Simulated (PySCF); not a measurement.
Cartesian coordinates (Å):
```xyz
7

Hf    -0.2017     0.0827    -0.0685
O     -0.0874     1.5425    -1.3038
H     -0.1711     2.3724    -1.7760
O     -1.3047     0.3139     1.4808
H     -1.8931     0.6339     2.1665
H     -0.8611    -1.3876    -1.0056
H      1.5271    -0.2762     0.5292
```
Charge 0, multiplicity 1.

Question: Predict the charge on the central atom (Mulliken), dipole moment and HOMO from TPSSh-D3(BJ)/def2-TZVP // r2SCAN-D4/def2-SVP run with PySCF.

Answer: 
- charge on the central atom (Mulliken) = 1.17 e
- dipole moment = 3.31 D
- HOMO = -7.04 eV
